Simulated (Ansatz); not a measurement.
Single points on Ag₂I⁺.

```yaml
crystal:
  periodic: [false, false, false]
  atoms:
    - {symbol: Ag, position_ang: [0.458658, -1.084895, 1.683510]}
    - {symbol: Ag, position_ang: [0.677130, 0.830557, -1.753066]}
    - {symbol: I, position_ang: [-1.135788, 0.254338, 0.069556]}
basis:
  gaussian: {orbitals: def2-TZVP, initial_orbitals: start.molden}
total_charge: 1
magnetization: {spin_polarized: true, initial_magnetization: 0}
hamiltonian: {xc: pbe0, dispersion: d4}
output: {orbitals: {seedname: orbitals}}
```

The file start.molden holds the orbitals of an earlier run on this structure, at another level or in another basis.

```sh
$ ansatz run in.yaml --threads 4 --pin off --events-out ev --progress --plain --max-ram 3916MiB
```

It prints (some lines left out):

```
Functional definition: PBE0
1190 factors; their error is unknown
mean field evaluation 1: about -16095.5800 eV, gradient 1.1e1 eV
mean field evaluation 2: about -16095.7956 eV, gradient 2.4e-1 eV
mean field evaluation 4: about -16096.1144 eV, gradient 4.9e-1 eV
mean field evaluation 8: about -16096.1147 eV, gradient 2.0e-5 eV
mean field evaluation 16: about -16095.7962 eV, gradient 4.0e-2 eV
mean field -16096.11465757 eV, -591.5213033274 hartree, gradient 2.0e-5 eV, S^2 0.000000; 1 other end points of the search recorded, 0 dependent functions left out
reference -16096.11469009 eV, -591.5213045225 hartree; 31, 31 occupied and 99, 99 virtual orbitals, 1190 factors
Total energy: -16096.21847307 eV, -591.5251184765 hartree
```

Hardware: 4 threads of Arm Neoverse N1 on a shared host. Wall time 7 s.

The first input with `hamiltonian: {xc: pbe, dispersion: d4}`, `scf: {omitted_lower_state_checks: [starts]}` (abridged; 3.3 s):

```
Functional definition: PBE
mean field -16096.17069113 eV, -591.5233625225 hartree, gradient 2.6e-5 eV, S^2 0.000000
Total energy: -16096.29139725 eV, -591.5277983908 hartree
Checks for a lower state left out: starts
```

First input, but with `hamiltonian: {xc: r2scan, dispersion: d4}`, `scf: {omitted_lower_state_checks: [starts]}` (abridged; 7.5 s):

```
Functional definition: r2SCAN
mean field -16101.65200728 eV, -591.7247971758 hartree, gradient 1.6e-5 eV, S^2 0.000000
Total energy: -16101.67387067 eV, -591.7256006406 hartree
Checks for a lower state left out: starts
```

Geometry: PBE-D4/def2-TZVP, that of the charge +1 singlet.

In the def2 sets Ag, I take a core potential; there is no spin–orbit coupling. The structure comes from a short search, and lower isomers may exist.
